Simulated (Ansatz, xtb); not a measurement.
## Ligand exchange: BH(CH3)Cl + NaI → BH(CH3)I + NaCl

Species: BH(CH3)Cl, singlet; NaI (Sodium Iodide), singlet; BH(CH3)I, singlet; NaCl, singlet. The partners trade Cl for I: B–Cl and Na–I bonds give way to B–I and Na–Cl.

Shapes, held fixed at every level: PBE0-D4/def2-TZVP. Programs: Ansatz 0.2.0, xtb 6.7.1. The zero-point and thermal change to 298 K, harmonic and unscaled (PBE0-D4/def2-TZVP), is -1.7 kJ/mol.

Q: Estimate ΔH(298 K) of this reaction.

A: The highest level, CCSD(T)/def2-TZVPP, gives ΔH(298 K) = +53.7 kJ/mol; the levels span -60.0 to +77.6. They disagree on the sign: 8 of 9 are positive. GFN1-xTB strays far from the other rows. The column of differences is taken from that level and isn't an error. No measured value is set beside it here. For atoms past krypton def2 sets carry core potentials with scalar relativity. Outer-core shells of I, Na are correlated, in sets that cover them unevenly.

```csv
level,kind,ΔH(298 K) (kJ/mol),less CCSD(T)/def2-TZVPP
GFN1-xTB,semi-empirical,-60.0,-113.7
PBE-D4/def2-TZVPP,GGA,+52.6,-1.1
PBE0-D4/def2-TZVPP,global hybrid,+57.6,+3.9
wB97X-V/def2-TZVPP,range-separated hybrid,+58.4,+4.7
B2PLYP/def2-TZVPP,double hybrid,+56.7,+3.0
CCSD(T)/def2-SVP,coupled cluster or CI,+76.1,+22.4
CCSD/def2-SVP,coupled cluster or CI,+77.6,+23.9
CCSD/def2-TZVPP,coupled cluster or CI,+55.8,+2.1
CCSD(T)/def2-TZVPP,coupled cluster or CI,+53.7,0.0
```
